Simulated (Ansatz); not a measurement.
Input for Ansatz (a program for electronic structure): R-wB97M-V/def2-TZVPPD on HF (SMILES F) with ghost functions, monomers drawn apart or pushed together. Files ending in .json are basis or fitting sets from the Basis Set Exchange.

Ansatz 0.2 input:
```yaml
crystal:
  periodic: [false, false, false]
  atoms:
    - {symbol: F, position_ang: [1.45958480, 0.31951535, -0.17441569]}
    - {symbol: H, position_ang: [1.34353286, 0.29973948, 0.74874191]}
basis:
  gaussian:
    orbitals: def2-TZVPPD.json
    ghost_atoms:
      - {symbol: Si, position_ang: [-0.98094020, -0.31732308, 6.49994570]}
      - {symbol: Si, position_ang: [-0.95176072, -0.31645625, 4.15629459]}
      - {symbol: H, position_ang: [-2.32866038, -0.70423182, 6.97979636]}
      - {symbol: H, position_ang: [-0.65362301, 1.03571442, 7.00763551]}
      - {symbol: H, position_ang: [0.01542378, -1.28562808, 7.01495556]}
      - {symbol: H, position_ang: [-1.24165011, -1.65891923, 3.60352942]}
      - {symbol: H, position_ang: [0.41554929, 0.07371580, 3.69997768]}
      - {symbol: H, position_ang: [-1.90723440, 0.66585970, 3.59600030]}
hamiltonian:
  xc: {name: wB97M-V}
scf: {lower_state_search: off}
```

It printed:

```
WARN ansatz: RAYON_NUM_THREADS=1 ignored (pool sized by the plan → 1); use --threads N
Functional definition: wB97M-V
these checks for a lower state are left out or cut short: stability, starts, cluster_reference, orbital_swaps, neighbouring_geometries, increment
integrals: 0.23 GiB planned
1172 factors; their error is unknown
integrals: 0.27 GiB planned
354 factors; integrals over basis functions are off by at most 3.8e-5 eV
mean field: 1.49 GiB planned
mean field evaluation 1: about -2732.4586 eV, gradient 2.9e1 eV
mean field evaluation 2: about -2732.3431 eV, gradient 3.4e1 eV
mean field evaluation 4: about -2733.7438 eV, gradient 2.5e-1 eV
mean field evaluation 8: about -2733.7493 eV, gradient 9.4e-3 eV
mean field -2733.74927717 eV, -100.4634329343 hartree, gradient 6.8e-6 eV, S^2 0.000000; 0 other end points of the search recorded, 0 dependent functions left out
reference -2733.74932023 eV, -100.4634345167 hartree; 5, 5 occupied and 250, 250 virtual orbitals, 1172 factors
Total energy: -2733.74932023 eV, -100.4634345167 hartree
Checks for a lower state left out: stability, starts, cluster_reference, orbital_swaps, neighbouring_geometries, increment
```

Self-consistency was reached.

Cost: roughly 7 core-seconds.
